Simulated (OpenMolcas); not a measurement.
**Br VI: effect of the basis set**

| Quantity | Value |
| --- | --- |
| Program | OpenMolcas 26.06 |
| Method | RASSCF |
| Active space | 2 electrons in 9 orbitals (RAS2 4s 4p; RAS3 4d, at most 2 electrons) |
| State averaging | 2S+1 = 3 even, 3 roots; 2S+1 = 1 even, 7 roots; 2S+1 = 3 odd, 3 roots; 2S+1 = 1 odd, 3 roots |
| Spin-orbit coupling | RASSI with atomic mean-field integrals over the reference wave functions, term energies averaged over their components |

A. ANO-RCC-VTZP [6s5p3d1f], DKH2, point nucleus; cost about 17 core-seconds
B. ANO-R2 [6s5p4d2f1g], X2C, finite nucleus; cost of the order of 16 core-seconds
C. ANO-RCC-VQZP [7s6p4d2f1g], DKH2, point nucleus; cost roughly 21 core-seconds
D. ANO-RCC [9s8p6d4f2g], DKH2, point nucleus; cost roughly 40 core-seconds

Energies in cm-1 above 4s2 1S0, the measured ground level; measured values from Moore, Atomic Energy Levels, vol. II, NSRDS-NBS 35 (1971 reprint of NBS Circular 467, 1952).

| Level | A | B | C | D | Measured |
| --- | --- | --- | --- | --- | --- |
| 4s2 1S0 | 0.0 | 0.0 | 0.0 | 0.0 | 0.0 |
| 4s 4p 3P* 0 | 99836 | 99606 | 99900 | 99880 | 104316 |
| 4s 4p 3P* 1 | 101794 | 101575 | 101820 | 101809 | 106431 |
| 4s 4p 3P* 2 | 106192 | 106005 | 106117 | 106137 | 111336 |
| 4s 4p 1P* 1 | 153288 | 152175 | 153251 | 153217 | 151274 |
| 4p2 3P0 | 241028 | 240106 | 241186 | 241125 | 244136 |
| 4p2 1D2 | 242074 | 241032 | 242139 | 241976 |  |
| 4p2 3P1 | 243816 | 242930 | 243892 | 243869 | 247406 |
| 4p2 3P2 | 249154 | 248268 | 249097 | 249104 | 253892 |

Deviations, from unrounded energies. A percentage is the sum of absolute deviations over the sum of measured energies, with the sign that they share, or ± where signs differ.

```csv
Against measurement,Levels,A,B,C,D
mean absolute deviation (cm-1),7,4000,4300,3900,3900
other configurations (%),7,±2.3,±2.5,±2.3,±2.3
```

A, C, D lie about equally close to measurement and B furthest from it. The largest miss of C in the table is 4s 4p 3P* 2, by -5200 cm-1. The ranking rests on the paired levels alone, and a cruder setting can come out closer through cancelling errors.

Among A to D the level of the table that moves most is 4s 4p 1P* 1, by 1100 cm-1 (lowest in B, highest in A).

Active for correlation alone: 4d; no level in the range computed is led by a configuration that fills it, so any true level of that kind is missing. Some terms mix strongly with configurations of 4d, whose occupation reaches 0.18 (4p2 1D). Measured partners are found by configuration, term and J. A level has none where our copy of the source lacks it or the pairing is in doubt (some pairs that miss far off the trend of their configuration count as doubtful), and it then counts in no deviation. Only configurations of the active space appear. Levels that lie high or do not pair safely by name in every column are left out.

* marks odd parity.
